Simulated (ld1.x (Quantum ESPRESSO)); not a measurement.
**Scattering properties, PAW potential for calcium (Ca)**

```
Element                 : calcium
Generator               : ld1.x (Quantum ESPRESSO) 7.5
Type                    : PAW
Functional              : PBE
Relativity              : scalar-relativistic
Frozen core             : [Ne]
Valence charge          : 10
Reference configuration : 3s2 3p6 3d0 4s2 4p0
Partial waves           : 3s (bound): rcut 2.10, rcutus 2.30 bohr; 4s (bound): rcut 2.10, rcutus 2.30 bohr; 3p (bound): rcut 1.75, rcutus 1.85 bohr; 4p (bound, empty): rcut 1.75, rcutus 1.85 bohr; 3d (bound, empty): rcut 1.40, rcutus 1.80 bohr; 3d channel at 0.75 Ry: rcut 1.40, rcutus 1.80 bohr; 4f channel at 0.2 Ry: rcut 1.80, rcutus 2.25 bohr; 4f channel at 1.2 Ry: rcut 1.80, rcutus 2.25 bohr
Local potential         : all-electron potential smoothed inside 1.55 bohr (lloc = -1)
Core correction         : Bessel-smoothed model core inside 1.60 bohr
Augmentation charge     : PSQ, inside the norm-conserving radii
```

The phase is arctan(r·u′/u) with u = r·R(r), unwrapped; energies in Ry, scanned from -5 to 5 Ry. A pole is an energy at which the radial function vanishes at the test radius. The pseudo phase is shifted by a multiple of π to meet the all-electron one at the reference energy, and phase errors are pseudo minus all-electron; the curves can meet again beyond the range given. Levels narrower than the energy grid can be missing from the lists of poles.

| channel | radius (bohr) | reference energy (Ry) | poles, all-electron | poles, pseudo | unbroken range about the reference energy with phases within 0.05 rad | phase error 1 Ry above the reference energy (rad) |
| --- | --- | --- | --- | --- | --- | --- |
| s | 2.49 | -0.28 | -3.35, 3.84 | -3.35, 3.90 | the whole range | +0.001 |
| p | 2.49 | -0.10 | -1.86, 4.74 | -1.86, 4.67 | the whole range | -0.002 |
| d | 2.49 | -0.14 | 0.44 | 0.44 | the whole range | +0.000 |
| f | 2.49 | 0.20 | 4.78 | 4.79 | the whole range | +0.000 |

The ghost test of this file was not conclusive. Its overlap operator is not positive definite in a basis up to 400 Ry (lowest eigenvalue s -0.03, p -0.74, f -2.48), so the file is unfit for use: the generalised eigenproblem breaks down once the basis is large enough, and its test numbers describe a broken file.

Phases in the p channel:

| E (Ry) | all-electron | pseudo |
| --- | --- | --- |
| -5.00 | 1.371 | 1.371 |
| -4.74 | 1.364 | 1.363 |
| -4.48 | 1.355 | 1.355 |
| -4.22 | 1.345 | 1.345 |
| -3.96 | 1.333 | 1.333 |
| -3.70 | 1.319 | 1.319 |
| -3.44 | 1.300 | 1.300 |
| -3.18 | 1.274 | 1.274 |
| -2.92 | 1.234 | 1.233 |
| -2.66 | 1.157 | 1.156 |
| -2.40 | 0.918 | 0.917 |
| -2.14 | -0.835 | -0.835 |
| -1.88 | -1.553 | -1.553 |
| -1.62 | -1.687 | -1.687 |
| -1.36 | -1.751 | -1.751 |
| -1.10 | -1.797 | -1.797 |
| -0.84 | -1.837 | -1.837 |
| -0.58 | -1.878 | -1.878 |
| -0.32 | -1.925 | -1.925 |
| -0.06 | -1.982 | -1.982 |
| 0.20 | -2.058 | -2.058 |
| 0.46 | -2.165 | -2.166 |
| 0.72 | -2.329 | -2.329 |
| 0.98 | -2.593 | -2.596 |
| 1.24 | -3.010 | -3.017 |
| 1.50 | -3.515 | -3.524 |
| 1.76 | -3.913 | -3.922 |
| 2.02 | -4.163 | -4.170 |
| 2.28 | -4.316 | -4.323 |
| 2.54 | -4.418 | -4.423 |
| 2.80 | -4.488 | -4.493 |
| 3.06 | -4.541 | -4.545 |
| 3.32 | -4.581 | -4.586 |
| 3.58 | -4.614 | -4.619 |
| 3.84 | -4.641 | -4.646 |
| 4.10 | -4.665 | -4.670 |
| 4.36 | -4.686 | -4.690 |
| 4.62 | -4.704 | -4.709 |
| 4.88 | -4.721 | -4.727 |
